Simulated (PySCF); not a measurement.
Computed NMR parameters against published values

Structure with atom numbers: `[cH:1]1[cH:2][cH:3][c:4](-[c:5]2[cH:6][cH:7][cH:8][cH:9][cH:10]2)[cH:11][cH:12]1`. Each H is labelled by its parent atom.

Published estimates (parent shift plus substituent increments) and measurements: δ ¹³C C2/C7/C9/C12 129.0; C3/C6/C10/C11 127.4; C1/C8 127.4; δ ¹H H(C3)/H(C6)/H(C10)/H(C11) 7.56; H(C2)/H(C7)/H(C9)/H(C12) 7.40; H(C1)/H(C8) 7.30 ppm (estimated from measurements, as parent shift plus tabulated substituent increment; solution, not stated per compound (mostly CDCl3 or CCl4); Pretsch, Buehlmann, Badertscher, Structure Determination of Organic Compounds, 4th ed. (2009)). Coupling constants: ³J(H(C3),H(C2)) 7.8 Hz, ⁴J(H(C3),H(C1)) 1.2 Hz, ⁵J(H(C3),H(C12)) 0.6 Hz, ⁴J(H(C3),H(C11)) 2.0 Hz, ³J(H(C2),H(C1)) 7.5 Hz, ⁴J(H(C2),H(C12)) 1.4 Hz.

In vacuum, fast rotation and ring inversion assumed for equivalent nuclei, single conformer, no relativistic terms. B3LYP/pcJ-1 coupling constants (without the spin–dipole term); geometry: PBE0-D3(BJ)/def2-SVP; GIAO B3LYP/pcSseg-1 shieldings; PySCF 2.14.

Question: What does the calculation give, and how does it compare?

Answer: 
Reference values: estimated from measurements, as parent shift plus tabulated substituent increment (solution, not stated per compound (mostly CDCl3 or CCl4); Pretsch, Buehlmann, Badertscher, Structure Determination of Organic Compounds, 4th ed. (2009)).
```csv
atoms,quantity,reference,computed,"computed, scaled"
C2/C7/C9/C12,δ ¹³C,129.0,134.7,129.0
C3/C6/C10/C11,δ ¹³C,127.4,133.7,128.0
C1/C8,δ ¹³C,127.4,133.1,127.4
H(C3)/H(C6)/H(C10)/H(C11),δ ¹H,7.56,7.50,–
H(C2)/H(C7)/H(C9)/H(C12),δ ¹H,7.40,7.42,–
H(C1)/H(C8),δ ¹H,7.30,7.32,–
```

Computed shifts are σ(ref) − σ with the named reference compound (TMS for H and C) calculated as an isolated molecule at the same level. The measured values may be among those fitted. Scaled to experiment by linear calibration (H and C: mostly CDCl3 data, vs TMS): ¹³C (scatter 1.1 ppm rms, 1.5 ppm with the 1 outlier that the fit left out). Occasional misses reach two or three times the rms, and more in compound classes unlike the fitted ones.

Coupling constants in Hz (some tables give magnitudes without signs):
| coupling | reference | computed | source |
| --- | --- | --- | --- |
| ³J(H(C3),H(C2)) | 7.8 | 8.7 | measured; solution (compiled); Pretsch, Buehlmann, Badertscher, Structure Determination of Organic Compounds, 4th ed., Springer 2009 |
| ⁴J(H(C3),H(C1)) | 1.2 | 0.9 | measured; solution (compiled); Pretsch, Buehlmann, Badertscher, Structure Determination of Organic Compounds, 4th ed., Springer 2009 |
| ⁵J(H(C3),H(C12)) | 0.6 | 0.6 | measured; solution (compiled); Pretsch, Buehlmann, Badertscher, Structure Determination of Organic Compounds, 4th ed., Springer 2009 |
| ⁴J(H(C3),H(C11)) | 2.0 | 1.8 | measured; solution (compiled); Pretsch, Buehlmann, Badertscher, Structure Determination of Organic Compounds, 4th ed., Springer 2009 |
| ³J(H(C2),H(C1)) | 7.5 | 8.3 | measured; solution (compiled); Pretsch, Buehlmann, Badertscher, Structure Determination of Organic Compounds, 4th ed., Springer 2009 |
| ⁴J(H(C2),H(C12)) | 1.4 | 1.0 | measured; solution (compiled); Pretsch, Buehlmann, Badertscher, Structure Determination of Organic Compounds, 4th ed., Springer 2009 |

Question: How far are the unscaled ¹³C shifts from the references?

Answer: Mean signed difference +5.90 ppm, mean absolute 5.90 ppm over 3 comparisons; the largest is +6.3 ppm at C3/C6/C10/C11 (aromatic CH).

Question: How far are the unscaled ¹H shifts from the references?

Answer: Mean signed difference -0.01 ppm, mean absolute 0.03 ppm over 3 comparisons; the largest is -0.06 ppm at H(C3)/H(C6)/H(C10)/H(C11) (hydrogen on an aromatic CH).

12 of the 18 published NMR values on file for this molecule are compared.

Unscaled 3J(H,H) at this level run about 10 % above measured values.
